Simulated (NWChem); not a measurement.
A series in which one site is exchanged, each optimised at PBE0/def2-SVP with NWChem, gas phase unless a solvent is named. For some, no frequency run checked for a minimum. def2 effective core potentials on Ag, I; no spin-orbit coupling.

A: [OH2]->[Ag][I] (AgH$_{2}$OI; site = I)
B: [OH2]->[Ag][F] (AgH$_{2}$OF; site = F)
C: [OH2]->[AgH] (AgH3O; site = H)
D: [OH2]->[Ag][Cl] (AgH₂OCl; site = Cl)

Q: Rank them by static polarisability, CAM-B3LYP/def2-SVPD (bohr³), lowest first.

A: B (32.8), C (45.4), D (49.1), A (74.4)
